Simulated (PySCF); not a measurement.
PySCF input (M06-2X/def2-TZVPD):

```python
from pyscf import gto, scf, dft

mol = gto.M(
    atom='''
    C    -1.16288243   -0.16046339   -0.48978034
    C     0.27859612   -0.13997124   -0.19633889
    Cl    0.91530387    1.56612668   -0.20792703
    Cl    1.11900840   -1.07001425   -1.47020717
    Cl    0.64798269   -0.85273675    1.40864495
    Cl   -2.28122760    0.48689446    0.59856049
    H    -1.51242710   -0.41198434   -1.47749531
    ''',
    basis='def2-tzvpd',
    charge=0,
    spin=1,
    verbose=4,
)

mf = dft.UKS(mol, xc='m062x').density_fit(auxbasis='def2-universal-jkfit')
mf.grids.level = 4
mf.conv_tol = 1e-9
mf.max_cycle = 100
mf.max_memory = 1500
mf.kernel()
if not mf.converged:
    mf = mf.newton()
    mf.kernel(mf.make_rdm1())
for _ in range(2):
    mo, _, stable, _ = mf.stability(return_status=True)
    if stable:
        break
    mf.kernel(mf.make_rdm1(mo, mf.mo_occ))
mf.analyze()
```

Output:

```
PySCF version 2.14.0

[INPUT] verbose = 4
[INPUT] num. atoms = 7
[INPUT] num. electrons = 81
[INPUT] charge = 0
[INPUT] spin (= nelec alpha-beta = 2S) = 1
[INPUT] symmetry False subgroup None
[INPUT] Mole.unit = angstrom
[INPUT] Symbol           X                Y                Z      unit          X                Y                Z       unit  Magmom
[INPUT]  1 C     -1.162882430000  -0.160463390000  -0.489780340000 AA   -2.197529307769  -0.303231860119  -0.925550703796 Bohr   0.0
[INPUT]  2 C      0.278596120000  -0.139971240000  -0.196338890000 AA    0.526470366166  -0.264507308916  -0.371026729701 Bohr   0.0
[INPUT]  3 Cl     0.915303870000   1.566126680000  -0.207927030000 AA    1.729673635055   2.959550501574  -0.392925140594 Bohr   0.0
[INPUT]  4 Cl     1.119008400000  -1.070014250000  -1.470207170000 AA    2.114619407088  -2.022033881882  -2.778288897672 Bohr   0.0
[INPUT]  5 Cl     0.647982690000  -0.852736750000   1.408644950000 AA    1.224509817559  -1.611438913852   2.661953162252 Bohr   0.0
[INPUT]  6 Cl    -2.281227600000   0.486894460000   0.598560490000 AA   -4.310895391799   0.920097180968   1.131115395085 Bohr   0.0
[INPUT]  7 H     -1.512427100000  -0.411984340000  -1.477495310000 AA   -2.858073002370  -0.778537570210  -2.792061486229 Bohr   0.0

nuclear repulsion = 513.933778093377
number of shells = 95
number of NR pGTOs = 403
number of NR cGTOs = 267
basis = def2-tzvpd
ecp = {}

******** <class 'pyscf.df.df_jk.DFUKS'> ********
method = DFUKS
initial guess = minao
damping factor = 0
level_shift factor = 0
DIIS = <class 'pyscf.scf.diis.CDIIS'>
diis_start_cycle = 1
diis_space = 8
diis_damp = 0
SCF conv_tol = 1e-09
SCF conv_tol_grad = None
SCF max_cycles = 100
direct_scf = False
number electrons alpha = 41  beta = 40
XC library pyscf.dft.libxc version 7.1.2
    S. Lehtola, C. Steigemann, M. J. T. Oliveira, and M. A. L. Marques,  SoftwareX 7, 1–5 (2018)
XC functionals = m062x
    Y. Zhao and D. G. Truhlar,  Theor. Chem. Acc. 120, 215 (2008)
    Y. Zhao and D. G. Truhlar,  Theor. Chem. Acc. 120, 215 (2008)
radial grids:
    Treutler-Ahlrichs [JCP 102, 346 (1995); DOI:10.1063/1.469408] (M4) radial grids

becke partition: Becke, JCP 88, 2547 (1988); DOI:10.1063/1.454033
pruning grids: <function nwchem_prune>
grids dens level: 4
symmetrized grids: False
atomic radii adjust function: <function treutler_atomic_radii_adjust>
small_rho_cutoff = 0
Set gradient conv threshold to 3.16228e-05
tot grids = 187688
******** <class 'pyscf.df.df.DF'> ********
auxbasis = def2-universal-jkfit
init E= -1918.34993120156
  alpha nocc = 41  HOMO = -0.167904907315517  LUMO = -0.0539889895825958
  beta  nocc = 40  HOMO = -0.359230963682604  LUMO = -0.16790490731551
[...]
  beta  nocc = 40  HOMO = -0.377061324167241  LUMO = -0.0816998118732677
  HOMO = -0.299870454308  LUMO = -0.0816998118733  gap/eV = 5.93673
Extra cycle  E= -1917.53536614103  delta_E= 1.16e-10  |g|= 2.38e-05  |ddm|= 3.89e-05
converged SCF energy = -1917.53536614103  <S^2> = 0.75637039  2S+1 = 2.0063603
uhf_internal: lowest eigs of H = [0.34137872 0.35423242 0.35759588]
<class 'pyscf.df.df_jk.DFUKS'> wavefunction is stable in the internal stability analysis
**** SCF Summaries ****
Total Energy =                       -1917.535366141033592
Nuclear Repulsion Energy =             513.933778093377441
One-electron Energy =                -3668.895252137653188
Two-electron Energy =                 1237.426107903241927
Two-electron Coulomb Energy =         1361.593905730669803
DFT Exchange-Correlation Energy =     -124.167797827427933
HOMO-LUMO gap [eV] =                     5.936725569520656
**** MO energy ****
                             alpha | beta                alpha | beta
MO #1   energy= -102.686179520822  | -102.684966999775  occ= 1 | 1
MO #2   energy= -102.676430765751  | -102.676360577757  occ= 1 | 1
MO #3   energy= -102.671210338336  | -102.670656755005  occ= 1 | 1
MO #4   energy= -102.667698952448  | -102.666546613517  occ= 1 | 1
MO #5   energy= -10.7469660457972  | -10.747753995325   occ= 1 | 1
MO #6   energy= -10.6462739749557  | -10.6391201997912  occ= 1 | 1
MO #7   energy= -9.84771447406676  | -9.84729782261682  occ= 1 | 1
MO #8   energy= -9.83895586879529  | -9.838929815712    occ= 1 | 1
MO #9   energy= -9.83352865410101  | -9.83333780214098  occ= 1 | 1
MO #10  energy= -9.82972295982237  | -9.8293296893494   occ= 1 | 1
MO #11  energy= -7.56909073595874  | -7.56971615411968  occ= 1 | 1
MO #12  energy= -7.56685711142894  | -7.56388856921714  occ= 1 | 1
MO #13  energy= -7.56426533914947  | -7.56259997722159  occ= 1 | 1
MO #14  energy= -7.56122147817734  | -7.56118976181564  occ= 1 | 1
MO #15  energy= -7.55624258496635  | -7.55538864459813  occ= 1 | 1
MO #16  energy= -7.55548176091368  | -7.55526170061873  occ= 1 | 1
MO #17  energy= -7.55536352838366  | -7.55515298611365  occ= 1 | 1
MO #18  energy= -7.55290766104268  | -7.55057576217023  occ= 1 | 1
MO #19  energy= -7.55008210877178  | -7.54976292859781  occ= 1 | 1
MO #20  energy= -7.54992334319569  | -7.54957160095808  occ= 1 | 1
MO #21  energy= -7.54639677688502  | -7.54574630084446  occ= 1 | 1
MO #22  energy= -7.54612226434633  | -7.54543567555753  occ= 1 | 1
MO #23  energy= -1.06814723461076  | -1.06125758480562  occ= 1 | 1
MO #24  energy= -1.00171144241601  | -0.992046632334105 occ= 1 | 1
MO #25  energy= -0.94442150582897  | -0.942761549425207 occ= 1 | 1
MO #26  energy= -0.937998425968981 | -0.933576381198801 occ= 1 | 1
MO #27  energy= -0.828399728246701 | -0.80871690089446  occ= 1 | 1
MO #28  energy= -0.685440349128889 | -0.67304410654895  occ= 1 | 1
MO #29  energy= -0.593832519512773 | -0.58668237972301  occ= 1 | 1
MO #30  energy= -0.570213190745666 | -0.562270660441731 occ= 1 | 1
MO #31  energy= -0.562146358979166 | -0.54558321791863  occ= 1 | 1
MO #32  energy= -0.513039343559512 | -0.508356779943608 occ= 1 | 1
MO #33  energy= -0.473365654302579 | -0.448247825859933 occ= 1 | 1
MO #34  energy= -0.429048763583098 | -0.426171495594519 occ= 1 | 1
MO #35  energy= -0.424323312427951 | -0.417949088887337 occ= 1 | 1
MO #36  energy= -0.418075839703807 | -0.415094921011008 occ= 1 | 1
MO #37  energy= -0.404830436534326 | -0.399985514726057 occ= 1 | 1
MO #38  energy= -0.391621256096869 | -0.390718686582549 occ= 1 | 1
MO #39  energy= -0.390257275572359 | -0.387707113667724 occ= 1 | 1
MO #40  energy= -0.378558552775217 | -0.377061324167241 occ= 1 | 1
MO #41  energy= -0.299870454307918 | -0.0816998118732677 occ= 1 | 0
MO #42  energy= -0.0140639438468593 | -0.0125356557605423 occ= 0 | 0
MO #43  energy= 0.00152516353201524 | 0.00395290412781408 occ= 0 | 0
MO #44  energy= 0.0129554867600252 | 0.0115786140280713 occ= 0 | 0
MO #45  energy= 0.0203995868581303 | 0.0220157971040459 occ= 0 | 0
MO #46  energy= 0.020797375092732  | 0.0246551113904994 occ= 0 | 0
MO #47  energy= 0.0240444175512439 | 0.0261455630176349 occ= 0 | 0
MO #48  energy= 0.0324578795943108 | 0.0322177493476639 occ= 0 | 0
MO #49  energy= 0.0405678128483711 | 0.0428611403259609 occ= 0 | 0
MO #50  energy= 0.0547841465745682 | 0.0550726757232943 occ= 0 | 0
MO #51  energy= 0.0566421878116518 | 0.0571285795862832 occ= 0 | 0
MO #52  energy= 0.0571095447220583 | 0.0575760378074819 occ= 0 | 0
MO #53  energy= 0.0784596651238436 | 0.0833322099278308 occ= 0 | 0
MO #54  energy= 0.083199488641107  | 0.0877611856998161 occ= 0 | 0
MO #55  energy= 0.0883297221764956 | 0.08932043209091   occ= 0 | 0
MO #56  energy= 0.0913542149915084 | 0.0913602521414482 occ= 0 | 0
MO #57  energy= 0.0935783582322509 | 0.0955643226886883 occ= 0 | 0
MO #58  energy= 0.0962039111793224 | 0.104717250049842  occ= 0 | 0
MO #59  energy= 0.124104882564491  | 0.126842743036195  occ= 0 | 0
MO #60  energy= 0.13485937429992   | 0.136762247155573  occ= 0 | 0
MO #61  energy= 0.147425255292824  | 0.146901392824675  occ= 0 | 0
MO #62  energy= 0.161514106113019  | 0.156167693647786  occ= 0 | 0
MO #63  energy= 0.16335193231174   | 0.161555684090731  occ= 0 | 0
MO #64  energy= 0.175318907266908  | 0.173565576315934  occ= 0 | 0
MO #65  energy= 0.191802603739946  | 0.191073716327392  occ= 0 | 0
MO #66  energy= 0.207860288199371  | 0.206685000460125  occ= 0 | 0
MO #67  energy= 0.214427254544618  | 0.215431956962975  occ= 0 | 0
MO #68  energy= 0.224743421703023  | 0.224610642996141  occ= 0 | 0
MO #69  energy= 0.230237812617822  | 0.232361155012791  occ= 0 | 0
MO #70  energy= 0.233741151228722  | 0.233924055761221  occ= 0 | 0
MO #71  energy= 0.235206898410666  | 0.2355397532915    occ= 0 | 0
MO #72  energy= 0.242750990461077  | 0.242468249033184  occ= 0 | 0
MO #73  energy= 0.247307565408554  | 0.246487485195654  occ= 0 | 0
MO #74  energy= 0.251179392875135  | 0.248593077989427  occ= 0 | 0
MO #75  energy= 0.258705362223757  | 0.260484204411771  occ= 0 | 0
MO #76  energy= 0.272067272531904  | 0.270931987885224  occ= 0 | 0
MO #77  energy= 0.27678187051081   | 0.27618357926017   occ= 0 | 0
MO #78  energy= 0.284873610643168  | 0.283294288707649  occ= 0 | 0
MO #79  energy= 0.29162261809275   | 0.29224185799634   occ= 0 | 0
MO #80  energy= 0.292731595584327  | 0.292547785555228  occ= 0 | 0
MO #81  energy= 0.301810369883966  | 0.300895678795917  occ= 0 | 0
MO #82  energy= 0.312542227687228  | 0.312887285035013  occ= 0 | 0
MO #83  energy= 0.314527014749602  | 0.31621721066234   occ= 0 | 0
MO #84  energy= 0.320917492129552  | 0.320835243919963  occ= 0 | 0
MO #85  energy= 0.321629982401918  | 0.321336141417947  occ= 0 | 0
MO #86  energy= 0.32331042074297   | 0.32372637340493   occ= 0 | 0
MO #87  energy= 0.328768108386284  | 0.32793749921138   occ= 0 | 0
MO #88  energy= 0.335320078258274  | 0.334145090606923  occ= 0 | 0
MO #89  energy= 0.349312360897326  | 0.349357757993947  occ= 0 | 0
MO #90  energy= 0.371732173244104  | 0.361497439645351  occ= 0 | 0
MO #91  energy= 0.378686420496306  | 0.376829518803356  occ= 0 | 0
MO #92  energy= 0.399149797494598  | 0.398475749751396  occ= 0 | 0
MO #93  energy= 0.412361564946528  | 0.408030964750282  occ= 0 | 0
MO #94  energy= 0.416411012209841  | 0.414209199589468  occ= 0 | 0
MO #95  energy= 0.422020527822104  | 0.421349114761702  occ= 0 | 0
MO #96  energy= 0.434860319133273  | 0.431840122945382  occ= 0 | 0
MO #97  energy= 0.456966121508813  | 0.45325705695609   occ= 0 | 0
MO #98  energy= 0.469103021712432  | 0.466594511989387  occ= 0 | 0
MO #99  energy= 0.477388083393903  | 0.477512378072034  occ= 0 | 0
MO #100 energy= 0.48880683301847   | 0.486836146637918  occ= 0 | 0
MO #101 energy= 0.503534599993005  | 0.503605750239001  occ= 0 | 0
MO #102 energy= 0.515497716637762  | 0.514999234649958  occ= 0 | 0
MO #103 energy= 0.522655929272272  | 0.523132458410313  occ= 0 | 0
MO #104 energy= 0.529975351460591  | 0.528813180587986  occ= 0 | 0
[...]
```

It need not be the lowest isomer of its formula.
